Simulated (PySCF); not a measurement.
Si(OMe)(NH2) (CH₅NOSi), SMILES O(C)[Si]N (connectivity only; charge and spin as stated), neutral, multiplicity 1.

Geometry optimised at B3LYP-D3(BJ)/def2-SVP. One conformer was computed; it need not be the lowest.

Calculation: B3LYP-D3(BJ)/def2-SVP run with PySCF 2.14.0.

Frequencies are harmonic and unscaled.

Question: List the normal modes with their intensities. (The exact figures need the calculation; the answer reports its results.)

Answer: 
```csv
mode,ν (cm⁻¹),IR (km/mol),Raman (Å⁴/amu),depolarisation,moving atoms (share of kinetic energy)
1,101,0.0,0.1,0.75,H 93 %
2,178,1.5,0.5,0.75,"O 41 %, H 26 %, Si 17 %, C 10 %"
3,197,0.9,1.5,0.55,"C 34 %, N 30 %, H 29 %"
4,370,7.7,1.1,0.74,"O 35 %, H 28 %, Si 21 %, N 11 %"
5,466,138.6,1.7,0.75,"H 81 %, N 14 %"
6,502,46.1,2.9,0.75,H 90 %
7,690,17.4,9.1,0.26,"H 35 %, O 32 %, N 13 %, Si 11 %, C 8 %"
8,770,88.8,7.6,0.62,"H 37 %, Si 32 %, N 14 %, C 10 %"
9,824,87.1,13.8,0.38,"N 47 %, Si 37 %, H 16 %"
10,1135,217.1,1.1,0.67,"O 45 %, C 35 %, H 18 %"
11,1169,1.6,3.1,0.75,"H 76 %, C 19 %"
12,1200,75.7,4.0,0.71,"H 59 %, C 22 %, O 19 %"
13,1470,8.2,6.7,0.61,"H 87 %, C 10 %"
14,1472,8.0,16.0,0.74,H 96 %
15,1476,4.6,23.0,0.75,H 96 %
16,1537,59.2,5.8,0.57,"H 89 %, N 11 %"
17,2980,61.0,128.0,0.01,H 97 %
18,3045,51.1,61.9,0.75,"H 90 %, C 10 %"
19,3095,36.0,127.0,0.54,"H 91 %, C 9 %"
20,3540,11.0,170.5,0.14,H 96 %
21,3640,27.3,83.7,0.75,"H 91 %, N 9 %"
```
